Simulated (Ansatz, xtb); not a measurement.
## Relative energy of two isomers of C3H7FSn

Structure a: `CC[CH2][Sn][F]`, a singlet. Structure b: `C[CH](C)[Sn][F]`, a singlet. Both are isolated molecules in the gas phase, relaxed with PBE0-D4/def2-SVP; the shapes shown needn't be the lowest conformers.

a (Å):

```
atom    x (Å)    y (Å)    z (Å)
   C  -1.7524   0.7470  -0.7420
   C  -0.6981   0.4204   0.3055
   C   0.6651   0.1001  -0.2960
   F   0.4499   3.1295  -0.5812
  Sn   1.6642   1.7709  -1.3389
   H  -1.8511  -0.0633  -1.4835
   H  -1.4919   1.6778  -1.2703
   H  -2.7425   0.9008  -0.2862
   H  -0.6054   1.2790   0.9905
   H  -1.0443  -0.4306   0.9208
   H   1.3884  -0.2108   0.4842
   H   0.6099  -0.7543  -0.9975
```

b (Å):

```xyz
12

C     0.8492   -0.2036   -2.4384
C     0.6479   -0.3764   -0.9385
C    -0.5369   -1.2631   -0.5795
F    -0.2890    0.7705    1.7140
Sn    0.5629    1.5707    0.1272
H     0.9974   -1.1743   -2.9455
H     1.7261    0.4208   -2.6801
H    -0.0273    0.2675   -2.9164
H     1.5668   -0.8249   -0.5059
H    -1.4746   -0.8786   -1.0168
H    -0.4068   -2.2909   -0.9643
H    -0.6822   -1.3153    0.5095
```

Problem. Estimate which is lower in electronic energy at CCSD(T)/def2-SVP + ΔMP2/def2-TZVPP, and by roughly how much.

Solution. Too close to call at this level: CCSD(T)/def2-SVP + ΔMP2/def2-TZVPP gives E(b) − E(a) = +6.91 kJ/mol.

The same difference at several levels:

| level | geometry | E(b) − E(a) (kJ/mol) | departure from the last row (kJ/mol) | job, with rough time for the two |
| --- | --- | --- | --- | --- |
| PBE0-D4/def2-SVP | PBE0-D4/def2-SVP | +7.82 | +0.91 | optimisation, 1.9 min |
| HF/def2-SVP | PBE0-D4/def2-SVP | +9.61 | +2.70 | part of the CCSD(T) run |
| MP2/def2-SVP | PBE0-D4/def2-SVP | +6.60 | −0.31 | part of the CCSD(T) run |
| CCSD(T)/def2-SVP | PBE0-D4/def2-SVP | +7.10 | +0.19 | single point |
| CCSD(T)/def2-SVP + ΔMP2/def2-TZVPP | PBE0-D4/def2-SVP | +6.91 |  | single point, 77 s |

As drawn, both hold the same kinds of bond in the same numbers. Structure a has 1 methyl group, b 2.

The largest departure from CCSD(T)/def2-SVP + ΔMP2/def2-TZVPP is that of HF/def2-SVP, 2.70 kJ/mol. Levels run at GFN2-xTB geometries aren't shown. The last row adds to CCSD(T) the change of the MP2 difference between the two basis sets, here −0.19 kJ/mol.

With thermal terms from frequencies at re-optimised GFN2-xTB minima (ideal gas, soft modes damped towards free rotors, one conformer each, 298.15 K, 1 atm): the zero-point term adds +0.07 kJ/mol; ΔH is +7.59 and ΔG +6.94 kJ/mol.

The correlated steps freeze 8 core orbitals; the filled d shell of Sn is correlated, in a basis made for valence electrons. Atoms past krypton carry core potentials in the def2 sets and no spin–orbit term is included. Run with Ansatz 0.2.0, xtb 6.7.1; the last row on 2 threads of Arm Neoverse V1 on a shared host.
